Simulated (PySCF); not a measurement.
# Mn²⁺: ionisation energy

Mn²⁺ [Ar] 3d5 (6S) → Mn³⁺ [Ar] 3d4 (5D), as a difference of total energies. Computed with PySCF 2.14 in jorge-DZP-DKH, with the spin-free X2C one-electron Hamiltonian (Gaussian nucleus). Correlated levels: valence: [Ar] frozen. The calculations carry no spin-orbit coupling.

```json
{"method": "UHF", "ionisation energy (eV)": "31.830", "difference from reference (eV)": "-1.838"}
{"method": "B3LYP", "ionisation energy (eV)": "32.983", "difference from reference (eV)": "-0.685"}
{"method": "r2SCAN", "ionisation energy (eV)": "33.060", "difference from reference (eV)": "-0.608"}
{"method": "MP2 (valence)", "ionisation energy (eV)": "32.221", "difference from reference (eV)": "-1.447"}
{"method": "SCS-MP2 (valence)", "ionisation energy (eV)": "31.960", "difference from reference (eV)": "-1.708"}
```

Reference: 33.668 ± 0.012 eV (measured; NIST Atomic Spectra Database, ionization energies).

The reference lies between the lowest fine-structure levels, while these numbers refer to the centres of the terms.

Errors of the correlated levels include the incompleteness of this basis and the frozen core.
